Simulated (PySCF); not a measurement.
# Copper: a sound run and one with changed settings

Sound run: Cu [Ar] 3d10 4s1, Cu⁺ [Ar] 3d10. Calculation: PySCF 2.14, in aug-cc-pVDZ-DK; the spin-free X2C one-electron Hamiltonian (Gaussian nucleus). In the sound run the correlated levels freeze [Ar]. The sound run starts from symmetry-adapted Hartree-Fock orbitals and uses a fine grid where one is needed.

Changed run: initial guess minao, at most 50 SCF cycles, level shift 2.0 hartree.

```
species  method  sound run (hartree)  changed run (hartree)  converged
     Cu     UHF          -1653.14863            -1653.14863        yes
     Cu    TPSS          -1654.79879            -1654.79879         no
     Cu     LDA          -1651.90912            -1651.90912         no
     Cu     MP2          -1653.61207            -1653.42643        yes
    Cu⁺     UHF          -1652.90651            -1652.90651        yes
    Cu⁺    TPSS          -1654.49705            -1654.49705        yes
    Cu⁺     LDA          -1651.58983            -1651.58983        yes
    Cu⁺     MP2          -1653.33166            -1653.16984        yes
```

Ionisation energy of Cu:

```tsv
method	sound run (eV)	changed run (eV)
UHF	6.588	6.588
MP2	7.630	6.982
SCS-MP2	7.471	6.916
```

A level shift leaves the converged SCF energy unchanged but raises the virtual orbital energies, which shrinks MP2 if it is not removed.

For comparison, NIST gives 7.726 eV between the lowest levels.
